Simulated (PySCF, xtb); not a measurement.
CH4AlClS, SMILES [CH3][Al]([SH])[Cl]. Other conformers were not sampled.

Harmonic wavenumbers (cm⁻¹) from GFN2-xTB (xtb 6.7.1) at its own minimum, in rising order: 53, 112, 123, 179, 197, 402, 514, 553, 572, 627, 679, 1293, 1442, 1449, 2411, 2943, 2954, 2964.

Question: What does PySCF 2.14.0 with PBE0-D3(BJ)/def2-SVP give at its own minimum? (Estimate from the structure and the level; the computed values follow.)

Answer: 38, 137, 154, 184, 266, 411, 562, 624, 649, 696, 732, 1214, 1418, 1419, 2709, 3052, 3151, 3167. Paired by order, the mean absolute difference is 78 cm⁻¹ and the zero-point energies are 27.8 and 29.4 kcal/mol.
